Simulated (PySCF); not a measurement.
## Au (gold, neutral): r2SCAN calculation

Configuration: [Xe] 4f14 5d9 6s1 6p1, one real determinant (an excited configuration). Calculation: PySCF 2.14, in x2c-TZVPPall with one added diffuse shell each of s, p, d, f type (12s8p8d4f1g, 113 functions); scalar relativity by spin-free X2C-1e.

```json
{
  "Total energy": "-19014.36 hartree",
  "One-electron energy": "-26049.42 hartree",
  "Hartree (Coulomb) energy": "7404.68 hartree",
  "Exchange-correlation energy": "-369.62 hartree",
  "⟨S²⟩": "3.7535",
  "⟨L²⟩": "8.023",
  "Sum of ⟨r⟩": "47.39 bohr",
  "Sum of ⟨r²⟩": "69.75 bohr²",
  "Traceless quadrupole moment −½Σ⟨3z² − r²⟩ along its main axis": "-6.55 e·bohr²",
  "Langevin diamagnetic susceptibility": "-55.2 ×10⁻⁶ cm³/mol",
  "Time after the integrals": "of the order of 22 core-seconds"
}
```

| shell | electrons | mean orbital energy (eV) | spread (eV) | rms radius, mean of both spins (bohr) |
| --- | --- | --- | --- | --- |
| 1s α | 1 | -80569.6 | 0 | 0.0190 |
| 1s β | 1 | -80569.6 | 0 | 0.0190 |
| 2s α | 1 | -14246.4 | 0 | 0.0769 |
| 2s β | 1 | -14246.3 | 0 | 0.0769 |
| 2p α | 3 | -12369.7 | 0.150 | 0.0705 |
| 2p β | 3 | -12369.6 | 0.035 | 0.0705 |
| 3s α | 1 | -3379.0 | 0 | 0.196 |
| 3s β | 1 | -3379.0 | 0 | 0.196 |
| 3p α | 3 | -2829.3 | 0.246 | 0.199 |
| 3p β | 3 | -2829.3 | 0.208 | 0.199 |
| 3d α | 5 | -2215.6 | 0.287 | 0.181 |
| 3d β | 5 | -2215.5 | 0.160 | 0.181 |
| 4s α | 1 | -744.02 | 0 | 0.432 |
| 4s β | 1 | -743.89 | 0 | 0.432 |
| 4p α | 3 | -561.85 | 0.505 | 0.461 |
| 4p β | 3 | -561.73 | 0.396 | 0.461 |
| 4d α | 5 | -335.31 | 0.647 | 0.493 |
| 4d β | 5 | -335.17 | 0.413 | 0.493 |
| 5s α | 1 | -115.32 | 0 | 0.986 |
| 5s β | 1 | -114.55 | 0 | 0.986 |
| 4f α | 7 | -87.406 | 0.668 | 0.550 |
| 4f β | 7 | -87.220 | 0.401 | 0.550 |
| 5p α | 3 | -66.780 | 1.150 | 1.14 |
| 5p β | 3 | -65.859 | 0.018 | 1.14 |
| 5d α | 5 | -11.554 | 1.418 | 1.69 |
| 5d β | 4 | -10.435 | 0.531 | 1.69 |
| 6s α | 1 | -8.856 | 0 | 2.86 |
| 6p α | 1 | -2.849 | 0 | 4.16 |

⟨L²⟩ = 8.02 against 12 for a pure F term, so this real determinant mixes terms. Spin-orbit coupling, absent here, splits the open shell strongly.

Densities and radii are taken from the X2C orbitals without a picture-change correction, which distorts them close to the nucleus.
